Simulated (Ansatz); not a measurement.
Ansatz (an electronic-structure program) input (CCSD(T)/STO-3G):

Ansatz 0.2 input:
```yaml
crystal:
  periodic: [false, false, false]
  atoms:
    - {symbol: Si, position_ang: [-0.35253679, -0.44917242, 0.99775782]}
    - {symbol: C, position_ang: [-0.08154105, 1.18114586, 1.86417214]}
    - {symbol: N, position_ang: [1.03807130, -0.73467431, 0.01015769]}
    - {symbol: Si, position_ang: [2.47351824, 0.21257462, -0.18310178]}
    - {symbol: N, position_ang: [-1.74230965, -0.46582037, -0.03140850]}
    - {symbol: Si, position_ang: [-1.80456247, 0.11948700, -1.65782740]}
    - {symbol: H, position_ang: [-0.57152226, -1.51957673, 2.00396899]}
    - {symbol: H, position_ang: [-0.93792406, 1.41029764, 2.50160726]}
    - {symbol: H, position_ang: [0.80942260, 1.16261799, 2.49626907]}
    - {symbol: H, position_ang: [0.02524202, 1.99760856, 1.14655049]}
    - {symbol: H, position_ang: [1.02159940, -1.58852556, -0.53094903]}
    - {symbol: H, position_ang: [3.21331457, 0.37368594, 1.09287641]}
    - {symbol: H, position_ang: [3.34172808, -0.48462332, -1.15989389]}
    - {symbol: H, position_ang: [2.17076330, 1.57389086, -0.68609381]}
    - {symbol: H, position_ang: [-2.58668710, -0.87887904, 0.33656823]}
    - {symbol: H, position_ang: [-3.22084523, 0.37609507, -2.01342291]}
    - {symbol: H, position_ang: [-1.25100600, -0.84023730, -2.64708697]}
    - {symbol: H, position_ang: [-1.02503621, 1.37378479, -1.77227226]}
basis:
  gaussian:
    orbitals: STO-3G
magnetization: {spin_polarized: false}
correlation: {method: ccsd_t, electrons: outside_noble_gas}
```

End of the output:

```
integrals: 0.02 GiB planned
668 factors; integrals over basis functions are off by at most 4.2e-5 eV
0.20 GiB of device memory are held for the factors and their scratch space
mean field: 0.27 GiB planned
mean field evaluation 1: about -27448.4248 eV, gradient 2.4e1 eV
mean field evaluation 2: about -27448.5753 eV, gradient 2.4e1 eV
mean field evaluation 4: about -27450.4730 eV, gradient 1.4e0 eV
mean field evaluation 8: about -27450.4818 eV, gradient 2.6e-6 eV
mean field evaluation 16: about -27450.3289 eV, gradient 3.7e-2 eV
mean field -27450.48180023 eV, -1008.7865995535 hartree, gradient 1.6e-6 eV, S^2 0.000000; 0 other end points of the search recorded, 0 dependent functions left out
18 core orbitals not correlated
reference -27450.48180023 eV, -1008.7865995535 hartree; 19, 19 occupied and 17, 17 virtual orbitals, 668 factors
second order -7.03671400 eV of doubles, -0.00000000 eV of singles
coupled cluster: 0.14 GiB planned
cycle   1  -8.48637859 eV  change    -1.4e0 eV  update   1.0e-1
cycle   2  -9.18424617 eV  change   -7.0e-1 eV  update   3.4e-2
cycle   3  -9.25779223 eV  change   -7.4e-2 eV  update   7.7e-3
cycle   4  -9.26231200 eV  change   -4.5e-3 eV  update   2.0e-3
cycle   5  -9.26274512 eV  change   -4.3e-4 eV  update   5.5e-4
cycle   6  -9.26278136 eV  change   -3.6e-5 eV  update   1.4e-4
cycle   7  -9.26273336 eV  change    4.8e-5 eV  update   3.7e-5
cycle   8  -9.26272080 eV  change    1.3e-5 eV  update   1.4e-5
perturbative correction -0.12709873 eV, -0.0046707920 hartree
Total energy: -27459.87161975 eV, -1009.1316690564 hartree
```
